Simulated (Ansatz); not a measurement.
Geometry optimisation, RKS PBE/def2-SVP in Ansatz 0.2.0.

input.yaml

```yaml
crystal:
  periodic: [false, false, false]
  atoms:
    - { symbol: Ta, position_ang: [0.0, 0.0, 0.0] }
    - { symbol: F, position_ang: [2.28, 0.0, 0.0] }
    - { symbol: Cl, position_ang: [0.0, 0.0, 2.47] }
    - { symbol: F, position_ang: [0.0, 0.0, -1.93] }
    - { symbol: F, position_ang: [-0.965, 1.6714, 0.0] }
    - { symbol: F, position_ang: [-0.965, -1.6714, 0.0] }
    - { symbol: Si, position_ang: [0.9018, 2.2353, 1.5394] }
    - { symbol: H, position_ang: [1.32, 1.7795, 2.8618] }
    - { symbol: H, position_ang: [2.0309, 2.8684, 0.864] }
    - { symbol: H, position_ang: [-0.1844, 3.2008, 1.6792] }
    - { symbol: H, position_ang: [2.1331, 1.0549, 0.7264] }
basis:
  gaussian: { orbitals: def2-SVP }
hamiltonian:
  xc: pbe
relax:
  f_tol: 0.15
  max_steps: 25
  restrain:
    - { distance: [0, 6], at: 3.76, k: 30.0 }
    - { distance: [10, 1], at: 2.12, k: 30.0 }
    - { distance: [0, 1], at: 1.93, k: 30.0 }
    - { distance: [10, 6], at: 1.46, k: 30.0 }
```

Launched with:

```bash
$ ansatz run input.yaml --threads 4 --pin off --max-ram 5120MiB --backend cpu --events-out ev --progress --plain --runs-dir out
```

Where does it end, and by what steps?

The forces met the threshold. The restraints hold the end off the free minimum. After 11 steps the energy has fallen by 4.799 eV (the restraints' own energy left out); Cl3 moved furthest, 0.94 Å. Joined: Si7–H11 (1.89 → 1.48 Å).

```csv
step,energy less start (eV),largest force component (eV/Å),accepted
0,0.0000,2.405,yes
1,-0.4122,4.186,yes
2,-1.2350,4.857,yes
3,-2.6479,3.653,yes
4,-3.6346,1.619,yes
5,-4.2234,1.150,yes
6,-4.6286,0.794,yes
7,-4.7590,0.792,yes
8,-4.7754,0.617,yes
9,-4.7819,0.676,yes
10,-4.7956,0.775,yes
11,-4.7992,0.679,yes
```

```xyz
11
Properties=species:S:1:pos:R:3
Ta -0.100 -0.354 0.015
F 1.781 -0.579 0.232
Cl -0.395 -0.838 2.292
F 0.298 0.379 -1.691
F -1.368 1.026 0.191
F -0.894 -1.902 -0.644
Si 1.440 2.699 1.572
H 1.804 2.341 2.981
H 2.515 3.527 0.933
H 0.121 3.408 1.522
H 1.349 1.431 0.807
```

The run took 30 s on 4 threads of Arm Neoverse V2, on a shared host, peak memory 0.22 GiB.
